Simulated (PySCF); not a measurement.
Bonds (- single, = double, # triple, : aromatic): F1-C2 1.301 Å, C2-F3 1.299 Å, C2=C4 1.336 Å, C4-F5 1.328 Å, C4-C6 1.499 Å, C6-F7 1.344 Å, C6-F8 1.340 Å, C6-C9 1.547 Å, C9-F10 1.323 Å, C9-F11 1.324 Å, C9-F12 1.328 Å.

[PySCF 2.14.0 with density-fitted response routines: structure optimised with PBE0-D3(BJ)/def2-SVP; GIAO KT3/pcSseg-2 shieldings; one conformer; rapidly exchanging positions averaged; relativity neglected; no solvent]

References, each an isolated molecule treated in the same way: TMS for ¹³C (σref 181.31); CFCl3 for ¹⁹F (σref 146.91).

| atoms | nucleus | count | δ (ppm) |
| --- | --- | --- | --- |
| F10/F11/F12 | ¹⁹F | 3 | ? |
| C4 | ¹³C | 1 | 122.9 |
| F3 | ¹⁹F | 1 | ? |
| F7/F8 | ¹⁹F | 2 | -150.7 |
| F5 | ¹⁹F | 1 | -210.9 |
| C6 | ¹³C | 1 | 115.6 |
| F1 | ¹⁹F | 1 | -103.4 |
| C2 | ¹³C | 1 | ? |
| C9 | ¹³C | 1 | 126.9 |

Estimate the values marked ?.

Results:


- C2: 160.8 ppm, fully substituted alkene carbon; an sp2 carbon of a C=C bond
- F10/F11/F12: -113.1 ppm, fluorine of a CF3 group
- F3: -120.3 ppm, vinylic fluorine

Shifts are as computed, not scaled to solution data. Of 1328 compounds with measured shifts, 309 miss one by over three times the rms of a fit or turn the order of signals round; such compounds aren't used in these exercises. Signals without a measured value on file couldn't be tested in this way. Unscaled 19F shifts against computed CFCl3 carry errors that often reach 10 to 50 ppm.
